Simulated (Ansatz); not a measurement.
Consider the substitution at a C–N bond: `C/N=C/NC` + `[AlH2][SeH]` → `C/N=C\[Se][AlH2]` + CH₃NH₂.

Gas-phase electronic energies from Ansatz, PBE0-D4/def2-TZVP geometries. CCSD(T)/CBS is the MP2 limit (def2-TZVPP, def2-QZVPP) plus CCSD(T) − MP2 in def2-TZVPP, frozen cores. Double bonds are as drawn, so ΔE can hold a change between cis and trans. DFT in def2-TZVPP. B3LYP here is the variant with VWN-RPA as its local correlation; programs differ in this. For Se outer-core shells are correlated without core-valence functions, which leaves a few kJ/mol of doubt a bond. Scalar relativity is left out up to krypton. Each species was taken in one conformer, which may not be the lowest.

Task: Is it downhill or uphill in electronic energy at CCSD(T)/CBS, and by how much? (Estimate.)

Result: Ansatz gave: Uphill: ΔE = +41.3 kJ/mol.

Task: What do these levels give: PBE-D4, ωB97X-V, ωB97M-V, PBE, r2SCAN, B3LYP, MP2/def2-TZVPP, CCSD/def2-TZVPP, HF/def2-QZVPP, MP2/def2-QZVPP, MP2/CBS(def2), CCSD/CBS(def2)? (Best estimate.)

Result: The calculation gave: PBE-D4 43.8, ωB97X-V 54.9, ωB97M-V 51.6, PBE 47.8, r2SCAN 49.9, B3LYP 53.6, MP2/def2-TZVPP 42.0, CCSD/def2-TZVPP 47.4, HF/def2-QZVPP 66.6, MP2/def2-QZVPP 41.2, MP2/CBS(def2) 40.4, CCSD/CBS(def2) 45.8 kJ/mol.

Largest T1 diagnostic among the species: 0.013.

From PBE to PBE0 (25 % exact exchange), in def2-TZVPP and without D4, ΔE moves by +6.5 kJ/mol. In def2-TZVPP, CCSD(T) changes the Hartree–Fock value by −23.4 kJ/mol (the triples alone add −4.5 kJ/mol) and MP2 by −24.4 kJ/mol.
